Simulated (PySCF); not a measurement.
# What a mistake does to a calculation on AlCClH5N

All numbers below are calculated, not measured. They come from PySCF 2.14.0, an open-source quantum chemistry program, on an isolated molecule that a program drew, which may never have been made. The molecule is AlCClH5N (charge 0, singlet), drawn as the SMILES string `C[NH][AlH][Cl]`.

Each row is a Hartree-Fock (HF) and frozen-core CCSD(T) single point in the cc-pV(D+d)Z basis, meant for a local HF minimum. Run 1 is clean. Each other run has one planted mistake out of seven kinds, and not every kind appears here: one electron removed, one electron added, multiplicity raised by two, geometry at a saddle point, minimal basis STO-3G, one bond length entered in bohr, all coordinates scaled. The reference is restricted for singlets and unrestricted otherwise, and also for a bond in bohr. Adding or removing an electron swaps singlet and doublet. Electrons count all cores. HOMO and LUMO are orbital energies over both spins, the gradient is its largest component, and the lowest frequency (negative if imaginary) is given only where the gradient is small. Bond lengths are over the 8 bonds as drawn. T1 is the CCSD diagnostic: over 0.02 (restricted) or 0.045 (unrestricted) a single reference is doubtful.

Geometry of the clean run:
```xyz
9
AlCClH5N, angstrom
C    -1.9717    1.9532   -1.1104
N    -2.2273    0.5550   -0.8104
Al   -1.0781   -0.6972   -0.3768
Cl   -1.8429   -2.6370   -0.0079
H    -2.4858    2.6226   -0.4139
H    -0.9031    2.1644   -1.0354
H    -2.2858    2.2190   -2.1243
H    -3.2043    0.3333   -0.8738
H     0.4574   -0.4237   -0.2592
```

```
run  electrons  basis functions  <S^2>  HOMO (eV)  LUMO (eV)  gradient (hartree/bohr)  lowest frequency (cm^-1)  mean bond (Å)  longest bond (Å)      T1  HF (hartree)  CCSD(T) (hartree)                 mistake
  1         48               99  0.000     -10.31       2.34                  3.9e-05                       120         1.3966             2.117  0.0117    -796.76137         -797.33747                no fault
  2         48               99  0.000     -10.36       2.62                  5.4e-02                         -         1.3281             2.014  0.0104    -796.73760         -797.30639  all coordinates scaled
  3         49               99  0.766       1.48       7.88                  3.7e-02                         -         1.3966             2.117  0.0115    -796.69058         -797.27704      one electron added
  4         48               33  0.000      -7.97       8.75                  4.3e-02                         -         1.3966             2.117  0.0136    -787.77736         -787.94716                       ?
```

**Which mistake was planted in run 4, and what did it cost?**

It has 33 basis functions where the clean run has 99, with the same electrons and geometry. So the mistake is: minimal basis STO-3G. Subtracting run 1 and multiplying by 627.51 kcal/mol a hartree, the energy moved by 5637.6 kcal/mol in HF and 5892.5 kcal/mol in CCSD(T).

Cautions from the logs. Run 3: the HOMO is above zero, so the electron isn't bound and the energy depends on the basis.
